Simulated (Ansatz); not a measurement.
CH$_{4}$AlFOSi (`F[SiH]1O[CH2][AlH]1`), relaxed with RKS PBE-D4/def2-SVP in Ansatz from a rough embedded geometry. The force threshold is 0.03 eV/Å; the program also tests the step.

The species carries charge 0 and has multiplicity 1.

Start:

```xyz
9

F    -0.598   -2.364   -0.959
Si   -0.735   -0.704   -0.792
O     0.797    0.020   -1.048
C     1.090    0.510    0.127
Al   -0.479    0.043    1.336
H    -1.826   -0.118   -1.602
H     1.230    1.631    0.124
H     2.006    0.027    0.553
H    -1.484    0.955    2.262
```

```tsv
step	energy (eV)	largest force (eV/Å)	largest move (Å)
1	-20317.5135	5.575	0.000
2	-20318.3984	2.266	0.195
3	-20318.6347	0.721	0.197
4	-20318.6928	0.398	0.158
5 (rejected)	-20318.6841	1.034	0.170
6	-20318.7209	0.089	0.083
7	-20318.7252	0.085	0.052
8 (rejected)	-20318.7179	0.176	0.043
9	-20318.7262	0.025	0.022
```

End:

```xyz
9

F    -0.578   -2.350   -0.918
Si   -0.885   -0.729   -0.885
O     0.548    0.180   -1.037
C     1.089    0.584    0.256
Al   -0.624    0.324    1.299
H    -1.733   -0.471   -2.101
H     1.462    1.631    0.180
H     1.965   -0.047    0.530
H    -1.243    0.878    2.676
```

It took 4.1 s on 4 threads of an AMD EPYC 9R45 on a shared host, with 0.2 GiB of host memory at the peak.
